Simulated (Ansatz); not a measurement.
The same molecule with X = C, Si, Ge, Sn. Ansatz, PBE0-D4/def2-TZVP geometries, multiplicity 1. Each molecule was computed in one conformer, which needn't be the lowest.

Elements past krypton have def2 core potentials. Scalar relativity is left out up to krypton.

```
 X             molecule  mean X–F bond length / Å  mean X–H bond length / Å  mean X–O bond length / Å  HOMO energy (PBE/def2-TZVPP) / eV  HOMO energy (ωB97M-V/def2-TZVPP) / eV  HOMO–LUMO gap (ωB97M-V/def2-TZVPP) / eV
 C             `OC(F)F`                     1.355                     1.091                     1.346                              -8.12                                 -12.57                                    15.13
Si         `O[SiH](F)F`                     1.584                     1.463                     1.614                              -8.51                                 -12.87                                    14.91
Sn  `[OH][SnH]([F])[F]`                     1.904                     1.682                     1.929                              -7.94                                 -12.24                                    12.59
```

(1) Give the row for X = Ge, `[OH][GeH]([F])[F]`. (An estimate is asked.)

Results:

(1) Ansatz gave: 
```csv
X,molecule,mean X–F bond length / Å,mean X–H bond length / Å,mean X–O bond length / Å,HOMO energy (PBE/def2-TZVPP) / eV,HOMO energy (ωB97M-V/def2-TZVPP) / eV,HOMO–LUMO gap (ωB97M-V/def2-TZVPP) / eV
Ge,`[OH][GeH]([F])[F]`,1.720,1.516,1.742,-8.22,-12.56,14.25
```

From C to Sn the mean X–F bond length rises at each step, by 0.549 Å in all; the mean X–H bond length rises at each step, by 0.591 Å in all; the mean X–O bond length rises at each step, by 0.583 Å in all; the HOMO energy (PBE/def2-TZVPP) isn't monotonic: highest at Sn, lowest at Si; the HOMO energy (ωB97M-V/def2-TZVPP) isn't monotonic: highest at Sn, lowest at Si; the HOMO–LUMO gap (ωB97M-V/def2-TZVPP) falls at each step, by 2.54 eV in all. Bonds lengthen as the atom grows down the group.
